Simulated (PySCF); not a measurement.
## Nuclear quadrupole coupling in `N#C[SiH2]CCN[SiH2]S`

Species: C₃H₁₀N₂SSi₂.
SMILES with atom numbers: `[N:1]#[C:2][SiH2:3][CH2:4][CH2:5][NH:6][SiH2:7][SH:8]` (hydrogens: H9, H10 on Si3; H11, H12 on C4; H13, H14 on C5; H15 on N6; H16, H17 on Si7; H18 on S8)

Structure used (GFN2-xTB), in Å, numbered top down from 1:
```xyz
18
C3H10N2SSi2 angstrom
N      1.010   -1.283    2.565
C      1.352   -0.497    1.804
Si     1.895    0.774    0.547
C      1.536    0.026   -1.170
C      0.185   -0.683   -1.191
N     -0.833    0.156   -0.602
Si    -2.214   -0.467    0.202
S     -3.219    1.259    0.999
H      1.137    1.996    0.824
H      3.337    0.963    0.737
H      1.538    0.820   -1.919
H      2.316   -0.680   -1.460
H      0.236   -1.598   -0.596
H     -0.079   -0.970   -2.219
H     -0.924    1.034   -1.095
H     -1.752   -1.307    1.295
H     -3.239   -1.106   -0.620
H     -2.291    1.570    1.889
```

Field gradients from the PBE0/pcSseg-1 density (PySCF, non-relativistic), principal values in atomic units, ordered |Vxx| ≤ |Vyy| ≤ |Vzz|:

```
atom     Vxx     Vyy      Vzz
  N1  0.5571  0.5892  -1.1463
  N6  0.3069  0.6654  -0.9722
  S8  0.1495  1.8533  -2.0029
```

Question: Find the asymmetry η = (Vxx − Vyy)/Vzz and the couplings χ = eQV/h (234.96 MHz × Q in barn × V in au), with Q(14N) = 0.02044 b, Q(33S) = −0.0678 b.

Answer: 
```csv
atom,environment,nucleus,η,χzz (MHz),χxx (MHz),χyy (MHz)
N1,cyano nitrogen,14N,0.03,-5.51,2.68,2.83
N6,silicon-bound nitrogen,14N,0.37,-4.669,1.474,3.196
S8,sulfur bonded to Si and H,33S,0.85,31.91,-2.38,-29.52
```

The gradient is axial or nearly so (η below 0.05) at N1. 

Question: What is Vzz at N6 in SI units (1 au = 9.71736 × 10²¹ V/m²)?

Answer: -0.9722 au = -9.447 × 10²¹ V/m².

Question: What couplings would deuterons (Q(2H) = 0.00286 b) have in place of the hydrogens, at this geometry?

Answer: 
```csv
atom,bonded to,bond length (Å),Vzz (au),η,χzz (kHz)
H9,Si3,1.464,0.1610,0.04,108
H10,Si3,1.467,0.1573,0.02,106
H11,C4,1.092,0.3091,0.03,208
H12,C4,1.091,0.3113,0.03,209
H13,C5,1.092,0.2933,0.07,197
H14,C5,1.100,0.2860,0.03,192
H15,N6,1.011,0.4096,0.18,275
H16,Si7,1.454,0.1637,0.02,110
H17,Si7,1.461,0.1603,0.02,108
H18,S8,1.323,0.2614,0.11,176
```

One conformer (not necessarily the lowest) at the GFN2-xTB geometry, without solvent, vibrations or thermal averaging. GFN2-xTB bond lengths can be off by several hundredths of an ångström, more for odd bonds, and the gradients follow them. With so small a basis the couplings can be 20 % off.

These values come from a run that also computed NMR shieldings. Hardware: an Arm Neoverse V2 with one thread, no GPU, shared host with 96 logical CPUs at a one-minute load of 52. Cost: 41 s of wall time, 0.86 GiB resident at most.
